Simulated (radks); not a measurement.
The numbers below are computed, except where a source is named.
Task: The mean radii <r> (bohr) of the occupied orbitals of an atom or ion are listed with their occupations. Code: a radial shooting solver on a logarithmic mesh with Libxc functionals. Model: scalar-relativistic Kohn-Sham, r2SCAN, spin-polarised, spherical densities, finite nucleus; meta-GGA in the generalised Kohn-Sham scheme; Fermi nuclear charge, rms radius of each element as measured or else 0.836 A^(1/3) + 0.57 fm.

| orbital | occ. | <r> |
|---|---|---|
| 1s down | 1 | 0.06645 |
| 1s up | 1 | 0.06645 |
| 2s up | 1 | 0.3076 |
| 2s down | 1 | 0.3072 |
| 2p up | 3 | 0.2740 |
| 2p down | 3 | 0.2735 |
| 3s up | 1 | 0.9367 |
| 3s down | 1 | 0.9393 |
| 3p up | 3 | 0.9928 |
| 3p down | 3 | 0.9956 |
| 3d up | 2 | 1.173 |
| 4f up | 1 | 5.863 |

Name the element and its charge. Open shells, if any, are filled with parallel spins first.

Result: Z = 23, vanadium, charge +2: V2+ in [Ar] 3d2 4f1. The 1s radius gives Z: for a bare nucleus <r> = (2 gamma + 1)/(2Z) with gamma = sqrt(1 - (Z/c)^2), 0.0646 bohr for Z = 23, and screening makes it slightly larger (0.06645 here). The occupations add up to 21, and the charge is Z minus that.
